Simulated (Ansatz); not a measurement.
Relaxation of AsH₄NTe (7 atoms, charge 0, multiplicity 1), to a largest force component of 0.015 eV/Å in at most 40 steps.

Theory: RKS PBE0-D4/def2-SVP (Ansatz 0.2.0).

```xyz
7
Properties=species:S:1:pos:R:3
N -0.546 0.474 -0.781
As -0.652 0.081 1.057
Te 0.852 -1.981 0.703
H -0.250 -0.347 -1.273
H 0.310 1.155 -0.898
H 0.568 1.029 1.374
H 2.015 -1.021 -0.214
```

Task: Where does it end, and by what steps?

Result: The forces met the threshold. The force dipped under the threshold on the way, but the program's further checks kept it going. After 12 steps the energy has fallen by 0.647 eV; H4 moved furthest, 1.08 Å.

```json
{"step": "0", "energy less start (eV)": "0.0000", "largest force component (eV/Å)": "2.990", "accepted": "yes"}
{"step": "1", "energy less start (eV)": "-0.3556", "largest force component (eV/Å)": "1.148", "accepted": "yes"}
{"step": "2", "energy less start (eV)": "-0.4529", "largest force component (eV/Å)": "1.052", "accepted": "yes"}
{"step": "3", "energy less start (eV)": "-0.5583", "largest force component (eV/Å)": "0.423", "accepted": "yes"}
{"step": "4", "energy less start (eV)": "-0.6068", "largest force component (eV/Å)": "0.244", "accepted": "yes"}
{"step": "5", "energy less start (eV)": "-0.6357", "largest force component (eV/Å)": "0.198", "accepted": "yes"}
{"step": "6", "energy less start (eV)": "-0.6328", "largest force component (eV/Å)": "0.340", "accepted": "no"}
{"step": "7", "energy less start (eV)": "-0.6451", "largest force component (eV/Å)": "0.040", "accepted": "yes"}
{"step": "8", "energy less start (eV)": "-0.6467", "largest force component (eV/Å)": "0.007", "accepted": "yes"}
{"step": "9", "energy less start (eV)": "-0.6470", "largest force component (eV/Å)": "0.034", "accepted": "yes"}
{"step": "10", "energy less start (eV)": "-0.6470", "largest force component (eV/Å)": "0.028", "accepted": "yes"}
{"step": "11", "energy less start (eV)": "-0.6470", "largest force component (eV/Å)": "0.018", "accepted": "yes"}
{"step": "12", "energy less start (eV)": "-0.6471", "largest force component (eV/Å)": "0.003", "accepted": "yes"}
```

```xyz
7
Properties=species:S:1:pos:R:3
N -0.545 0.714 -0.799
As -0.527 -0.052 0.869
Te 1.143 -2.086 0.754
H -1.152 0.213 -1.444
H 0.361 0.855 -1.241
H 0.542 0.887 1.410
H 2.475 -1.141 0.418
```

The run took 69 s on 1 thread of Arm Neoverse V1, on a shared host, peak memory 0.22 GiB.
